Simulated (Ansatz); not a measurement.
`N=C=C(F)[SiH3]` → `N=C=CF` + `[SiH2]` at 700 K and 1 bar (silylene formation by 1,1-elimination).

Program: Ansatz. Geometries: PBE0-D4/def2-TZVP. ΔE: electronic, gas phase. CBS: MP2 limit from def2 TZ/QZ plus the TZ coupled-cluster correction, frozen cores. This one scheme is used for every species. Each species was taken in one conformer, which may not be the lowest.

```json
{"species": "`N=C=C(F)[SiH3]`", "CCSD(T)/CBS energy (Eh)": "-521.99767", "H − E (kJ/mol)": "209.2", "S (J/(mol·K))": "435.1"}
{"species": "`N=C=CF`", "CCSD(T)/CBS energy (Eh)": "-231.71293", "H − E (kJ/mol)": "143.4", "S (J/(mol·K))": "339.1"}
{"species": "`[SiH2]`", "CCSD(T)/CBS energy (Eh)": "-290.19011", "H − E (kJ/mol)": "56.3", "S (J/(mol·K))": "240.4"}
```

H − E and S are ideal-gas, rigid-rotor, harmonic terms from PBE0-D4/def2-TZVP, for one conformer and one mirror image of each species. 1 Eh = 2625.50 kJ/mol, R = 8.31446 J/(mol·K).

**Question.** By hand: ΔE, ΔH, ΔS and ΔG.

**Answer.** ΔE = (-231.71293) + (-290.19011) − (-521.99767) = 0.09463 Eh = 248.5 kJ/mol. Δ(H − E) = 143.4 + 56.3 − 209.2 = -9.5, so ΔH = 239.0 kJ/mol. ΔS = 339.1 + 240.4 − 435.1 = 144.4 J/(mol·K). ΔG = 239.0 − 700 × (144.4)/1000 = 137.9 kJ/mol.

**Question.** By hand: the equilibrium constant, and the temperature at which ΔG would vanish if ΔH and ΔS stayed fixed.

**Answer.** log₁₀ K = −ΔG/(RT ln 10) = -10.3. ΔG = 0 at ΔH/ΔS = 1655 K.

The number of gas molecules changes by +1, which sets the sign of ΔS. A doubt of 5 kJ/mol in ΔE shifts log₁₀ K by 0.4 here. Other conformers and mirror images would add mixing entropy, several J/(mol·K) or more a flexible species. These are equilibria of isolated gas molecules and say nothing of rates. Largest T1 diagnostic: 0.015 (customary marks: 0.02 for closed shells, 0.045 for open ones).
